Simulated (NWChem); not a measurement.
System: AlH₂Cl; SMILES [AlH2][Cl]

Question: Give the equilibrium geometry at PBE-D3(BJ)/def2-SVP (NWChem) as a Z-matrix, with the point group.

Answer: point group C2v; any orientation.
```
Al
H 1 1.5909
H 1 1.5909 2 125.17
Cl 1 2.1196 2 117.42 3 180.00
```
